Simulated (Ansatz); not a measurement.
Calculated with Ansatz (gas phase, PBE0-D4/def2-TZVP geometries, no zero-point term in ΔE). CCSD(T)/CBS is the MP2 limit (def2-TZVPP, def2-QZVPP) plus CCSD(T) − MP2 in def2-TZVPP, frozen cores. Functionals use def2-TZVPP. B3LYP here is the variant with VWN-RPA as its local correlation; programs differ in this. For Ge outer-core shells are correlated without core-valence functions, which leaves a few kJ/mol of doubt a bond. Scalar relativity is left out up to krypton.

Reaction (isomerisation): `C[C@H]1[O][Ge@@H]1[F]` → `[CH3][Ge@H]1[O][C@@H]1F`

`C[C@H]1[O][Ge@@H]1[F]`:

Cartesian coordinates in Å:
```
C -0.822 -1.118 0.469
C -0.111 0.197 0.510
O 1.329 0.134 0.477
Ge 0.729 1.039 -0.971
F 1.132 2.720 -0.870
H -0.629 -1.658 1.403
H -0.475 -1.744 -0.355
H -1.900 -0.972 0.375
H -0.487 0.887 1.269
H 1.234 0.517 -2.307
```

`[CH3][Ge@H]1[O][C@@H]1F`:

Cartesian coordinates in Å:
```
C 0.742 1.534 0.060
Ge -0.273 0.019 -0.591
O 0.496 -1.585 -0.021
C -0.765 -1.487 0.496
F -1.638 -2.417 0.017
H 0.874 1.448 1.138
H 0.221 2.465 -0.166
H 1.721 1.549 -0.422
H -0.533 -0.064 -2.096
H -0.847 -1.461 1.585
```

| level | ΔE (kJ/mol) | difference from CCSD(T)/CBS |
| --- | --- | --- |
| PBE-D4 | 71.0 | -14.8 |
| B3LYP-D4 | 79.2 | -6.6 |
| ωB97M-V | 79.5 | -6.3 |
| B3LYP | 78.2 | -7.6 |
| MP2/def2-TZVPP | 90.6 | 4.8 |
| CCSD/def2-TZVPP | 85.5 | -0.3 |
| CCSD(T)/def2-TZVPP | 83.9 | -1.9 |
| MP2/def2-QZVPP | 92.6 | 6.8 |
| SCS-MP2/def2-QZVPP | 94.2 | 8.4 |
| MP2/CBS(def2) | 92.5 | 6.7 |
| CCSD(T)/CBS | 85.8 | 0 |

Largest T1 diagnostic among the species: 0.014.

From PBE to PBE0 (25 % exact exchange), in def2-TZVPP and without D4, ΔE moves by +4.1 kJ/mol.
